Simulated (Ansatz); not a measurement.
NbS2. The state is a doublet with charge 0. Geometry PBE-D4/def2-TZVP.

```xyz
3

Nb   -0.802    1.086   -0.325
S     1.074    0.091    0.618
S    -0.272   -1.176   -0.293
```

In the def2 sets Nb takes a core potential; there is no spin–orbit coupling. At PBE-D4/def2-SVP, PBE-D4/def2-TZVPD, r2SCAN-D4/def2-TZVP, PBE0-D4/def2-SVP and others the charge 0 doublet is spin-contaminated (final ⟨S²⟩ up to 1.70, 0.75 for a pure state). The geometry of the doublet was relaxed on an unsound state (⟨S²⟩ 1.73, where a pure state has 0.75). At PBE0-D4/def2-TZVP a quartet of charge 0 lies 0.49 eV below the doublet, each at its own geometry. The structure comes from a short search, and lower isomers may exist.

Question: Estimate the α-spin orbital energies around the gap (eV) in Ansatz with PBE-D4/def2-SVP, PBE-D4/def2-TZVPD, r2SCAN-D4/def2-TZVP, PBE0-D4/def2-SVP, CAM-B3LYP-D4/def2-TZVP.

Answer: 
| orbital | PBE-D4/def2-SVP | PBE-D4/def2-TZVPD | r2SCAN-D4/def2-TZVP | PBE0-D4/def2-SVP | CAM-B3LYP-D4/def2-TZVP |
| --- | --- | --- | --- | --- | --- |
| HOMO−5 | -8.82 | -8.74 | -8.95 | -9.86 | -10.93 |
| HOMO−4 | -8.36 | -8.32 | -8.51 | -9.42 | -10.63 |
| HOMO−3 | -7.01 | -6.98 | -7.05 | -7.93 | -8.98 |
| HOMO−2 | -5.50 | -5.52 | -5.53 | -6.24 | -7.30 |
| HOMO−1 | -4.44 | -4.47 | -4.79 | -5.79 | -7.13 |
| HOMO | -4.27 | -4.31 | -4.65 | -5.41 | -6.63 |
| LUMO | -3.31 | -3.37 | -3.22 | -2.37 | -1.60 |
| LUMO+1 | -3.13 | -3.17 | -2.92 | -2.30 | -1.30 |
| LUMO+2 | -3.08 | -3.12 | -2.77 | -2.20 | -1.08 |
| LUMO+3 | -2.93 | -3.00 | -2.73 | -1.94 | -0.89 |
| LUMO+4 | -1.01 | -1.30 | -0.84 | 0.06 | 0.57 |
| LUMO+5 | -0.53 | -0.75 | -0.45 | 0.19 | 1.17 |
| β HOMO | -4.10 | -4.13 | -4.41 | -5.19 | -6.42 |
| β LUMO | -3.04 | -3.09 | -2.70 | -2.10 | -1.50 |
